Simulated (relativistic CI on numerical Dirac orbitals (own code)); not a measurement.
## Sr33+: sensitivity of the levels to the model

Base calculation: Dirac-Coulomb-Breit CI, orbitals from a KLI potential per configuration, a model potential for QED, unscaled Slater integrals.

Configurations in the expansion (outside the closed core 1s2): 2s2.2p, 2s.2p2, 2p3, 2p2.3s, 2p2.3p, 2p2.3d, 2s2.3s, 2s2.3p, 2s2.3d, 2s.2p.3s, 2s.2p.3p, 2s.2p.3d, 2s2.4s, 2s2.4p, 2s2.4d, 2s2.4f, 2s.2p.4s, 2s.2p.4p, 2s.2p.4d, 2s.2p.4f, 2s2.5s, 2s2.5p, 2s2.5d, 2s2.5f, 2s2.5g, 2s.3s2, 2s.3s.3p, 2s.3s.3d, 2s.3p2, 2s.2p.5s, 2s.3p.3d, 2s.2p.5p, 2s.2p.5d, 2p.3s2, 2s.2p.5f, 2s.2p.5g. Levels of other configurations are missing.

Variants: (1) configuration mixing switched off. Shifts of the energy above 2s2.2p 2P°_1/2, in eV, for the lowest level and the first level of each name with at least 55 % of one term (blank where a level changes its place among those of its configuration and J or its character, or is not in the variant):

| Level | Base | Δ(1) |
| --- | --- | --- |
| 2s2.2p 2P°_1/2 | 0.00 | 0.00 |
| 2s2.2p 2P°_3/2 | 77.25 | +1.34 |
| 2s.2p2 4P_1/2 | 94.50 | -4.97 |
| 2s.2p2 4P_3/2 | 146.43 | -5.02 |
| 2s.2p2 4P_5/2 | 166.18 | -4.86 |
| 2s.2p2 2D_3/2 | 202.52 | -4.46 |
| 2s.2p2 2P_1/2 | 210.63 | -4.42 |
| 2s.2p2 2D_5/2 | 244.19 | -4.69 |
| 2s.2p2 2S_1/2 | 292.66 | -4.76 |
| 2s.2p2 2P_3/2 | 294.20 | -4.28 |
| 2p3 2D°_5/2 | 386.72 | -4.42 |
| 2p3 2P°_1/2 | 413.49 | -9.14 |
| 2p3 2P°_3/2 | 474.76 | -7.44 |
| 2s2.3s 2S_1/2 | 2367.85 | +6.31 |

At this charge energies of transitions that change n are usually good to better than 1 %, and those within a shell (Δn = 0) to a few per cent.

Ionisation energy from the two ground configurations alone: base 4236.69 eV. The NIST ASD value (semi-empirical) is 4232 eV.

LS names give the leading component of a level, which can be under half, so a name can repeat, a term be missing and a line seem to break the LS rules.
